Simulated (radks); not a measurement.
Values are calculated unless marked as measured or tabulated.
Spin polarisation of the 5p1 shell in neutral indium. Start: [Kr] 4d10 5s2 5p(up 0.5, down 0.5); electrons of 5p are moved from spin down to spin up, other shells keep equal spins. Level of theory: scalar-relativistic Kohn-Sham, PBEsol, spin-polarised, spherical densities, finite nucleus; Fermi nuclear charge, rms radius of each element as measured or else 0.836 A^(1/3) + 0.57 fm (a radial shooting solver on a logarithmic mesh with Libxc functionals).

moment (Bohr magnetons)  E - E(0) (eV)  e(5p up) (eV)  e(5p down) (eV)  5s down minus up (eV)  4d down minus up (eV)
0                                0.000         -2.519           -2.519                  0.000                 0.000
0.25                            -0.011         -2.600           -2.429                  0.148                  0.017
0.5                             -0.043         -2.673           -2.329                  0.297                  0.035
0.75                            -0.097         -2.737           -2.218                  0.447                  0.053
1                               -0.173         -2.794           -2.088                  0.599                  0.071

At moment 1 the spin-polarisation energy is -0.173 eV and the 5p exchange splitting 0.705 eV, that is 0.705 eV per Bohr magneton; E = -I m^2/4 would give I = 0.692 eV.
